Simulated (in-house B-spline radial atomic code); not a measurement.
The numbers below are computed, except where a source is named.
# Ghost states of the separable form: V

V, [Ar] 3d3 4s2, non-relativistic PBE, spherical and spin-unpolarised, from a B-spline radial code for spherical atoms (atomic units; all potentials screened as in the neutral atom).

Troullier-Martins channels: 4s (ε = -0.1708, r_c = 2.354 bohr), 3d (ε = -0.1965, r_c = 2.354 bohr). In the Kleinman-Bylander form one channel serves as the local potential, and each other channel l becomes |δV u><u δV|/<u|δV|u>, with δV = V_l − V_local and u the pseudo-orbital. Its strength is E_KB = <u|δV²|u>/<u|δV|u>. By the analysis of Gonze, Stumpf and Scheffler a spurious state lies below the reference level ε if E_KB > 0 and ε is above the second level of the local potential alone, or if E_KB < 0 and ε is above its first. The table's levels are those of angular momentum l in a sphere of 9 bohr, whose wall can lift a shallow ε a little above its free-atom value.

```tsv
local	channel	<u δV u>	<u δV² u>	ε	first local level	second local level
s	d	-3.5122	22.472	-0.1964	0.0833	0.3268
d	s	0.1444	0.68453	-0.1698	-5.5007	-0.5420
```

**Question.** Apply the rule to each row.

**Answer.** Local s, channel d: E_KB = -6.4, so ε = -0.1964 is set against 0.0833: no ghost. Local d, channel s: E_KB = +4.74, so ε = -0.1698 is set against -0.5420: a ghost.

Diagonalising the separable Hamiltonian gives:

```
local  channel       three lowest levels  all-electron, two lowest valence levels
    s        d   -0.1964, 0.1074, 0.3879                          -0.1964, 0.1044
    d        s  -2.7046, -0.1698, 0.1040                          -0.1698, 0.1045
```

**Question.** Which choices of local channel are safe?

**Answer.** Free of ghosts: s. With d local the s channel has a ghost 2.53 hartree below ε, since the local potential binds more than one state below ε, and a repulsive term of rank one raises each level at most to the next, so it clears only one of them. Among the safe choices the second level, which tests transfer, is off by at most 3.0 millihartree (s local).
